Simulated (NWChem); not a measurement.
Molecule: AlGeH₅O; SMILES [OH][AlH][GeH3]

```xyz
8

Al    -0.4197     1.2112    -0.0035
Ge     0.1489    -1.1872    -0.0090
H     -0.6615    -1.9619    -1.0719
H      1.6420    -1.4500    -0.2862
H     -0.1856    -1.8459     1.3485
H     -1.9009     1.7965     0.0043
O      0.8956     2.2995     0.0013
H      0.8287     3.2564     0.0100
```
Atoms are numbered in this order, from 1.

Level: PBE0/def2-SVP (NWChem), optimised geometry, unscaled harmonic frequencies. 

```
frequency (cm⁻¹)  IR intensity (km/mol)
----------------  ---------------------
22                                  0.1
141                                 2.6
315                                 1.6
320                                 0.9
417                                55.3
427                               111.1
501                               135.9
536                               173.6
688                               213.0
792                               160.1
870                                71.9
888                                36.5
892                                55.9
1919                              250.5
2125                               87.7
2129                              108.5
2147                              107.6
3971                              111.0
```

zero-point energy: 27.3 kcal/mol
thermal correction to the enthalpy at 298.15 K (with zero-point energy): 32.0 kcal/mol
heat capacity Cv: 21.5 cal/(mol K)
entropy at 298.15 K and 1 atm (symmetry number 1): 82.2 cal/(mol K)
dipole moment: 1.65 D

Rigid rotor and harmonic oscillator; modes under 100 cm⁻¹ make the entropy uncertain.
